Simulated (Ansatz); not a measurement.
C4H12Ge, charge +1, doublet, at a GFN2-xTB geometry (a state made from the parent by changing its charge; the spin is typed, not shown lowest). Base run: PBE0/6-31G run with Ansatz (an electronic-structure program).

Ansatz was given this input:
Ansatz 0.2 input:
```yaml
crystal:
  periodic: [false, false, false]
  atoms:
    - {symbol: Ge, position_ang: [0.47591856, 1.09788109, 0.13075048]}
    - {symbol: C, position_ang: [-0.40539331, -0.93518868, -0.11137487]}
    - {symbol: C, position_ang: [-0.54460362, -1.38233084, 1.30899685]}
    - {symbol: C, position_ang: [0.64518900, -1.63323048, -0.91498293]}
    - {symbol: C, position_ang: [-1.68278269, -0.63435836, -0.82869555]}
    - {symbol: H, position_ang: [1.76686455, 0.83459578, 0.85108805]}
    - {symbol: H, position_ang: [0.63088352, 1.58112379, -1.28247607]}
    - {symbol: H, position_ang: [-0.55661140, 1.83153890, 0.93720880]}
    - {symbol: H, position_ang: [-0.97589732, -2.38876453, 1.32358796]}
    - {symbol: H, position_ang: [0.41770070, -1.44840942, 1.81808874]}
    - {symbol: H, position_ang: [-1.22178465, -0.74494888, 1.87885705]}
    - {symbol: H, position_ang: [1.59663677, -1.69701966, -0.38559780]}
    - {symbol: H, position_ang: [0.79506865, -1.17025642, -1.89107804]}
    - {symbol: H, position_ang: [0.32244988, -2.66255580, -1.10330381]}
    - {symbol: H, position_ang: [-1.51166089, -0.18049875, -1.80557800]}
    - {symbol: H, position_ang: [-2.34957812, -0.00380146, -0.23932946]}
    - {symbol: H, position_ang: [-2.21792183, -1.57254836, -1.00914371]}
basis:
  gaussian:
    orbitals: 6-31G
hamiltonian:
  xc: pbe0
total_charge: 1
magnetization: {spin_polarized: true, initial_magnetization: 1}
```

Each row names what was changed in the base input (with any setting that the change needs).

```tsv
change	basis functions	E (Eh)
base	89	-2235.47086
basis = x2c-SVPall; relativity = spin-free X2C	148	-2257.24742
basis = ANO-RCC-VDZP; relativity = spin-free X2C	143	-2257.77902
basis = ANO-RCC-VDZP; relativity = none	143	-2222.71795
basis = x2c-SVPall; relativity = none	148	-2227.00057
basis = x2c-SVPall; relativity = spin-free X2C; nucleus = Gaussian	148	-2257.23708
basis = jorge-DZP-DKH; relativity = spin-free X2C; nucleus = Gaussian	163	-2257.60824
basis = ANO-RCC-VDZP; relativity = spin-free X2C; nucleus = Gaussian	143	-2257.76566
basis = jorge-DZP-DKH; relativity = none	163	-2230.75073
basis = jorge-DZP-DKH; relativity = spin-free X2C	163	-2257.62014
```

Absolute energies of different levels of theory aren't comparable as measures of quality.

Ansatz warned in this series: the basis is contracted for relativity, which the run leaves out.

Basis sets contracted for a relativistic Hamiltonian are a mismatch without it, so the rows without relativity aren't non-relativistic limits. No row has spin-orbit coupling; sets with core potentials leave out the core electrons.
